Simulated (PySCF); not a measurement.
Polarisability and C₆ of Rh⁺ (rhodium, charge +1)

[Kr] 4d8, high-spin 3F determinant. Calculation: PySCF 2.14, in aug-cc-pVTZ-PP with one added diffuse shell each of s, p, d, f, g type with ECP28MDF (7s7p6d4f3g, 113 functions); a scalar-relativistic core potential. Coupled (time-dependent) response in atomic units; α is the mean over directions.

```
method  mean α (bohr³)  C₆ (like pair)  S(−4)
   UHF           11.60           70.97  47.67
   PBE           14.46           90.92  89.87
  PBE0           13.42           83.74  71.94
```

S(−4) is the Cauchy moment in α(ω) = α(0) + S(−4) ω² + …

Spin-orbit coupling is absent.

α(iu) at UHF:

```
u (hartree)  α(iu) (bohr³)
          0          11.60
     0.0500          11.48
      0.100          11.16
      0.200          10.12
      0.300          8.970
      0.500          7.034
      0.750          5.368
       1.00          4.231
       1.50          2.809
       2.00          1.987
       3.00          1.127
       5.00         0.4891
```

For an ion, C₆ is the dispersion term alone; charge-induced terms of lower order in 1/R come first.

Energies and moments cover only the electrons outside the core potential.
